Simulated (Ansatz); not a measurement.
C3H5AlO can be A, `C=[C]1[O][Al]1[CH3]`, or B, `O=C/C=[CH]/[AlH2]`.

Isolated molecules relaxed with PBE0-D4/def2-TZVP in Ansatz; ΔE leaves out vibrations. CCSD(T)/CBS adds triple-zeta CCSD(T) − MP2 to the extrapolated MP2 energy (def2 sets, frozen cores). Functionals use def2-TZVPP. Each species was taken in one conformer, which may not be the lowest.

A:

```xyz
10

C    -1.7933    1.8686    0.6912
C    -0.8295    1.0506    0.3050
O     0.4125    1.4159   -0.2759
Al    0.3448   -0.3066   -0.1457
C     1.4010   -1.8768   -0.5181
H    -1.6943    2.9453    0.5846
H    -2.7018    1.4709    1.1232
H     0.7738   -2.7565   -0.6757
H     2.0712   -2.0882    0.3198
H     2.0157   -1.7231   -1.4084
```

B:

```xyz
10

O     1.0229   -1.1826   -2.2348
C     0.5567   -0.0982   -1.9997
C     0.0531    0.3222   -0.6672
C     0.0770   -0.4852    0.4023
Al   -0.5990    0.1251    2.1239
H     0.4792    0.6660   -2.8008
H    -0.3406    1.3366   -0.6113
H     0.4956   -1.4756    0.2162
H    -0.5801   -0.8144    3.3986
H    -1.1649    1.6060    2.1729
```

Which is lower in electronic energy at CCSD(T)/CBS, and by how much? (Estimate.)

The calculation gave: A, by 64.1 kJ/mol.

Give E(B) − E(A) in kJ/mol with PBE0-D4, PBE-D4, CCSD/def2-TZVPP, HF/def2-TZVPP, r2SCAN-D4, CCSD(T)/def2-TZVPP, CCSD(T)/def2-SVP. (An estimate is asked.)

The calculation gave: PBE0-D4 70.0, PBE-D4 74.7, CCSD/def2-TZVPP 52.3, HF/def2-TZVPP 9.4, r2SCAN-D4 78.5, CCSD(T)/def2-TZVPP 56.2, CCSD(T)/def2-SVP 18.2. None reverses the order clearly.

Largest T1 diagnostic: 0.016.

From PBE to PBE0 (25 % exact exchange), in def2-TZVPP and without D4, E(B) − E(A) moves by −5.0 kJ/mol. In def2-TZVPP, CCSD(T) changes the Hartree–Fock value by +46.7 kJ/mol (the triples alone add +3.8 kJ/mol) and MP2 by +60.8 kJ/mol.
